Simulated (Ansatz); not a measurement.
System: CH3OS, net charge 0, doublet state. It need not be the lowest isomer of its formula. 
Geometry from a B3LYP-D3(BJ)/def2-TZVP (Ansatz, a first-principles code) optimisation:
SMILES: C[S]=O
```xyz
6

C     -1.3941     0.3113     0.0856
S      0.2181    -0.4773    -0.1605
O      1.2502     0.5488     0.2074
H     -1.4940     0.6074     1.1297
H     -2.1650    -0.4153    -0.1755
H     -1.4683     1.1870    -0.5589
```
Charge 0, spin multiplicity 2.

Wanted: vertical electron affinity (to the singlet state of charge -1; a negative value means that the extra electron is unbound and the number depends on the basis; each state is the SCF solution reached for its spin), in eV. Cores are frozen in the correlated levels unless marked. UHF or UKS for open shells. Spin-orbit coupling is left out. No relativistic terms. Anions need diffuse functions: aug- sets have them; def2-D sets add few. CBS(X,Y): correlation extrapolated as X^-3; Hartree-Fock from the larger set. [CCSD(T)-MP2]/basis is that difference in the basis named.

```csv
level,program,vertical electron affinity (eV)
HF/aug-cc-pV(D+d)Z,Ansatz,-0.12
HF/aug-cc-pV(T+d)Z,Ansatz,-0.13
```

Question: Predict the RI-MP2/CBS(aug-cc-pV(T+d)Z,aug-cc-pV(Q+d)Z)+[CCSD(T)-MP2]/aug-cc-pV(D+d)Z result (Ansatz).

Answer: 0.98 eV
